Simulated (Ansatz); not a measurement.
Geometry optimisation, RKS LDA/def2-SVP in Ansatz 0.2.0.

input.yaml

```yaml
crystal:
  periodic: [false, false, false]
  atoms:
    - { symbol: Si, position_ang: [0.074118, -0.119191, -0.673802] }
    - { symbol: C, position_ang: [0.709224, -1.055516, 0.796757] }
    - { symbol: O, position_ang: [-1.5136, 0.079776, -0.114677] }
    - { symbol: O, position_ang: [0.207709, -0.927932, -2.093915] }
    - { symbol: O, position_ang: [0.684547, 1.406707, -0.879962] }
    - { symbol: H, position_ang: [-0.854173, 0.688961, 1.293296] }
    - { symbol: F, position_ang: [-0.488631, 1.362669, 1.833882] }
    - { symbol: H, position_ang: [0.046091, -1.922449, 1.003128] }
    - { symbol: H, position_ang: [1.742234, -1.437389, 0.663666] }
    - { symbol: H, position_ang: [0.691679, -0.378233, 1.673825] }
    - { symbol: H, position_ang: [-2.04119, 0.784636, -0.54276] }
    - { symbol: H, position_ang: [0.18579, -0.396718, -2.910464] }
    - { symbol: H, position_ang: [0.556302, 1.914778, -0.048975] }
basis:
  gaussian: { orbitals: def2-SVP }
hamiltonian:
  xc: lda
relax:
  f_tol: 0.03
  max_steps: 50
```

Command:

```bash
$ ansatz run input.yaml --threads 4 --pin off --max-ram 5120MiB --backend cpu --events-out ev --progress --plain --runs-dir out
```

Question: Where does it end, and by what steps?

Answer: The run converged. The force dipped under the threshold on the way, but the program's further checks kept it going. After 34 steps the energy has fallen by 0.407 eV; F7 moved furthest, 2.08 Å.

```
step  energy less start (eV)  largest force component (eV/Å)  accepted
   0                  0.0000                           1.215       yes
   2                 -0.2453                           0.414       yes
   4                 -0.3052                           1.296        no
   6                 -0.3574                           0.165       yes
   8                 -0.3554                           0.282        no
  10                 -0.3817                           0.098       yes
  12                 -0.3875                           0.203       yes
  14                 -0.3884                           0.189        no
  16                 -0.3925                           0.048       yes
  18                 -0.3947                           0.086       yes
  20                 -0.3974                           0.043       yes
  22                 -0.3846                           0.417        no
  24                 -0.4006                           0.060       yes
  26                 -0.4027                           0.110       yes
  28                 -0.4054                           0.075       yes
  30                 -0.4030                           0.131        no
  32                 -0.4071                           0.045       yes
  34                 -0.4074                           0.023       yes
```

```xyz
13
Properties=species:S:1:pos:R:3
Si 0.206 -0.139 -0.223
C 0.877 -1.591 0.667
O -1.328 0.290 0.425
O -0.054 -0.558 -1.802
O 1.075 1.228 -0.028
H -1.303 1.747 0.426
F -0.972 2.680 0.298
H 0.324 -2.517 0.404
H 1.943 -1.741 0.395
H 0.815 -1.435 1.763
H -2.092 -0.160 0.015
H 0.037 0.175 -2.439
H 0.469 2.022 0.100
```

Time of the run: 57 s on 4 threads of Arm Neoverse N1 (shared host), peak memory 0.17 GiB.
